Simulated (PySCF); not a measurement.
# Radial density of Br³⁺ (bromine, charge +3)

MN15, [Ar] 3d10 4s2 4p2, high-spin 3P determinant. Computed with PySCF 2.14 in cc-pVDZ-PP with ECP10MDF, with a scalar-relativistic core potential. This is the valence pseudo-density: the core potential removes the inner electrons and smooths the orbitals near the nucleus.

| r (bohr) | 4πr²ρ (e/bohr) | 4πr²(ρα − ρβ) |
| --- | --- | --- |
| 0.000635 | 2.372e-05 | 0.0000 |
| 0.00107 | 6.700e-05 | 0.0000 |
| 0.00180 | 0.0001887 | 0.0000 |
| 0.00302 | 0.0005274 | 0.0000 |
| 0.00508 | 0.001442 | 0.0000 |
| 0.00855 | 0.003721 | 0.0000 |
| 0.0144 | 0.008384 | 0.0000 |
| 0.0242 | 0.01545 | 0.0000 |
| 0.0407 | 0.03134 | 0.0001 |
| 0.0684 | 0.1528 | 0.0004 |
| 0.115 | 1.250 | 0.0030 |
| 0.194 | 7.341 | 0.0378 |
| 0.326 | 25.73 | 0.2645 |
| 0.548 | 31.28 | 0.1685 |
| 0.921 | 8.911 | 0.3123 |
| 1.55 | 3.385 | 1.4305 |
| 2.61 | 0.6562 | 0.4258 |
| 4.38 | 0.01202 | 0.0090 |

Energies and moments cover only the electrons outside the core potential.
